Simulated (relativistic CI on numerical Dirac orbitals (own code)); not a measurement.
# Fe3+ in a cubic cluster: 3p photoemission with charge transfer

Computed with a charge-transfer multiplet model of a cubic metal-ligand cluster with up to one ligand hole, Slater and spin-orbit integrals from Dirac-Coulomb-Breit ions, Slater integrals scaled by 0.9. The ground state mixes d5 with configurations of k ligand holes L, whose averages lie at kΔ + k(k − 1)U_dd/2; a core hole lowers each added d electron by U_cd. 20 K, Lorentzian 0.9 eV and Gaussian 0.8 eV FWHM.

Atomic integrals in eV (Slater integrals scaled, ζ unscaled), ground: F2dd 10.785, F4dd 6.742, zeta_d 0.056; with the core hole: F2dd 11.699, F4dd 7.354, zeta_d 0.062, zeta_core 1.048, F2cd 12.298, G1cd 15.147, G3cd 9.302.

Cluster parameters (eV): Δ = 3.2, U_dd = 5.7, 10Dq = 0.4, 10Dq(ligand) = 0.7, V(eg) = 3.2, V(t2g) = -1.52, final-state hopping factor = 1.

Weights, n_d and S are thermal averages at 20 K. Binding energies count from the first peak over 30 % of the highest in each spectrum, which can be another peak from case to case. The parameters are a model scan and need not match a compound or its usual spin state. Peaks in eV (height, largest 100): 0.0 (100), 3.2 (27), 9.2 (7), 13.8 (6), 22.5 (35), 24.9 (10).

Question: Which parameters give this spectrum?
A. U_cd = 6.7 eV
B. U_cd = 7.9 eV
C. U_cd = 4.9 eV

Answer: C. U_cd = 4.9 eV; the ground state then has 5.26 d electrons and S = 2.50. The choice follows from running the model for each set and comparing peak positions and heights. The space is cut while the next configuration still counts.
